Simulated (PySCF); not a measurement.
FH6NOSi2, SMILES [SiH2](F)O[SiH2]N.

The structure is a stationary point at PBE0-D3(BJ)/def2-SVP. The structure was generated by enumeration, and PubChem lists no compound with its InChIKey, so it may never have been made. Other conformers were not sampled.

Two levels are set side by side: TDDFT-PBE/def2-SVPD (PySCF) and TDDFT-CAM-B3LYP/def2-SVPD (PySCF). Vertical, same geometry. The lowest singlet is HOMO→LUMO 94 % with PBE and HOMO→LUMO 87 % with the other functional; states are paired by order. Differences are taken from unrounded values.

```tsv
quantity	TDDFT-CAM-B3LYP	TDDFT-PBE	TDDFT-PBE minus TDDFT-CAM-B3LYP
lowest singlet excitation (eV)	6.93	6.23	-0.70
lowest triplet excitation (TDA) (eV)	6.52	5.91	-0.61
```

Functionals without exact exchange tend to place singlet excitations lower, as here. Differences between two approximate levels are no errors against the true value.

Rough cost on one machine, each run with all the roots and properties that it gave: TDDFT-CAM-B3LYP against TDDFT-PBE about 8 times.
